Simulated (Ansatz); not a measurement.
`FCC(F)(F)OC(F)C(F)F` at its PBE0-D4/def2-TZVP geometry, where that method's forces vanish. The species carries charge 0 and has multiplicity 1.

| atom | x (Å) | y (Å) | z (Å) |
| --- | --- | --- | --- |
| F1 | -2.176 | 1.014 | -1.483 |
| C2 | -0.894 | 1.098 | -1.944 |
| C3 | 0.079 | 0.962 | -0.793 |
| F4 | -0.114 | 1.945 | 0.117 |
| F5 | 1.332 | 1.136 | -1.269 |
| O6 | -0.062 | -0.260 | -0.207 |
| C7 | 0.775 | -0.554 | 0.865 |
| F8 | 1.891 | -1.185 | 0.424 |
| C9 | -0.003 | -1.478 | 1.792 |
| F10 | -0.263 | -2.644 | 1.178 |
| F11 | 0.750 | -1.729 | 2.884 |
| H12 | -0.707 | 0.293 | -2.658 |
| H13 | -0.736 | 2.071 | -2.414 |
| H14 | 1.076 | 0.349 | 1.405 |
| H15 | -0.946 | -1.017 | 2.103 |

(1) For each bond, give half the difference of the two atoms' forces along it (eV/Å; positive pushes the atoms apart) under PBE-D4, r2SCAN-D4, B3LYP-D4, ωB97M-V in def2-TZVPP. (An estimate is asked.)

Answers

(1) The calculation gave: 
```csv
bond,length (Å),PBE-D4,r2SCAN-D4,B3LYP-D4,ωB97M-V
F1–C2,1.365,0.53,0.35,0.40,0.30
C2–C3,1.514,-0.22,-0.15,-0.12,-0.08
C2–H12,1.092,0.05,-0.08,-0.15,-0.14
C2–H13,1.092,0.07,-0.08,-0.15,-0.15
C3–F4,1.354,0.59,0.27,0.32,0.15
C3–F5,1.351,0.58,0.28,0.31,0.16
C3–O6,1.363,0.22,0.12,0.04,0.09
O6–C7,1.392,0.23,0.20,0.15,0.12
C7–F8,1.355,0.59,0.31,0.35,0.22
C7–C9,1.522,-0.18,-0.11,-0.10,-0.06
C7–H14,1.094,-0.01,-0.15,-0.21,-0.20
C9–F10,1.344,0.58,0.29,0.34,0.23
C9–F11,1.350,0.56,0.30,0.34,0.22
C9–H15,1.095,-0.02,-0.14,-0.23,-0.21
```

B3LYP here is the variant with VWN-RPA as its local correlation; programs differ in this.

All numbers were calculated with Ansatz.
